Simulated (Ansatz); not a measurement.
Relaxation of a periodic cell of 20 atoms, HC18Cl (surface graphene monolayer, adsorbate HCl), to a largest force component of 0.03 eV/Å in at most 60 steps.

The calculation used Ansatz 0.2.0, DFT LDA, scalar-relativistic, plane waves, PAW. Settings: cutoff 420 eV, k mesh 2x2x1, gaussian smearing 0.05 eV, no spin polarisation.

```xyz
20
Lattice="7.3980 0.0000 0.0000 -3.6990 6.4069 0.0000 0.0000 0.0000 12.0000" Properties=species:S:1:pos:R:3:forces:R:3
C 0.000 0.000 1.000 -0.30 -0.09 0.17
C 1.233 0.712 1.000 0.62 -0.18 -0.15
C -1.233 2.136 1.000 0.30 0.05 0.06
C 0.000 2.847 1.000 -0.30 -0.05 -0.05
C -2.466 4.271 1.000 0.01 0.18 0.04
C -1.233 4.983 1.000 -0.16 0.30 -0.17
C 2.466 0.000 1.000 -2.61 -1.41 -2.12
C 3.699 0.712 1.000 -0.01 0.23 1.09
C 1.233 2.136 1.000 -2.04 -1.11 -0.91
C 2.466 2.847 1.000 1.12 -0.58 -1.14
C 0.000 4.271 1.000 -0.11 -0.21 -0.05
C 1.233 4.983 1.000 0.10 0.55 -0.24
C 4.932 0.000 1.000 2.70 -1.47 -2.12
C 6.165 0.712 1.000 -0.32 -0.21 -0.19
C 3.699 2.136 1.000 1.59 2.33 -2.34
C 4.932 2.847 1.000 -0.72 -0.42 -0.28
C 2.466 4.271 1.000 0.12 2.39 -1.02
C 3.699 4.983 1.000 0.10 -0.05 0.15
Cl 3.699 0.712 2.820 -0.08 -0.07 6.26
H 2.055 3.085 1.980 -0.02 -0.17 3.00
```

Question: Where does it end, and by what steps?

Answer: The forces met the threshold. The force dipped under the threshold on the way, but the program's further checks kept it going. Limits of this set-up: coarse k mesh, slab without dipole correction, no dispersion correction for a molecule that may bind weakly. After 41 steps the energy has fallen by 5.080 eV; Cl19 moved furthest, 3.54 Å. Parted: C8–Cl19, C10–H20. Joined: Cl19–H20.

| step | energy less start (eV) | largest force component (eV/Å) | accepted |
| --- | --- | --- | --- |
| 0 | 0.0000 | 6.263 | yes |
| 2 | -2.2912 | 1.078 | yes |
| 4 | -2.8058 | 0.563 | yes |
| 6 | -3.0152 | 0.379 | yes |
| 8 | -3.2096 | 0.401 | yes |
| 10 | -3.5305 | 1.304 | yes |
| 12 | -4.3683 | 2.238 | yes |
| 14 | -4.9742 | 1.023 | yes |
| 16 | -5.0376 | 0.882 | no |
| 18 | -5.0667 | 0.121 | yes |
| 20 | -5.0687 | 0.042 | yes |
| 22 | -5.0703 | 0.144 | yes |
| 24 | -5.0724 | 0.042 | yes |
| 26 | -5.0707 | 0.375 | no |
| 28 | -5.0739 | 0.054 | yes |
| 30 | -5.0745 | 0.031 | yes |
| 32 | -5.0752 | 0.087 | yes |
| 34 | -5.0767 | 0.174 | yes |
| 36 | -5.0781 | 0.099 | yes |
| 38 | -5.0790 | 0.021 | yes |
| 40 | -5.0795 | 0.043 | no |
| 41 | -5.0796 | 0.006 | yes |

```xyz
20
Lattice="7.3980 0.0000 0.0000 -3.6990 6.4069 0.0000 0.0000 0.0000 12.0000" Properties=species:S:1:pos:R:3
C 0.124 -0.136 0.870
C 1.354 0.572 0.870
C -1.123 2.002 0.869
C 0.124 2.723 0.866
C -2.345 4.150 0.871
C -1.123 4.855 0.871
C 2.576 -0.133 0.871
C 3.824 0.587 0.871
C 1.352 2.013 0.867
C 2.577 2.720 0.871
C 0.125 4.135 0.868
C 1.354 4.845 0.866
C 5.053 -0.122 0.869
C 6.275 0.584 0.870
C 3.826 1.998 0.872
C 5.053 2.709 0.871
C 2.576 4.141 0.866
C 3.825 4.859 0.869
Cl 1.619 3.226 4.182
H 2.000 2.917 2.972
```

The run took 4 min on 1 thread of Arm Neoverse V1 (shared host), peak memory 0.59 GiB.
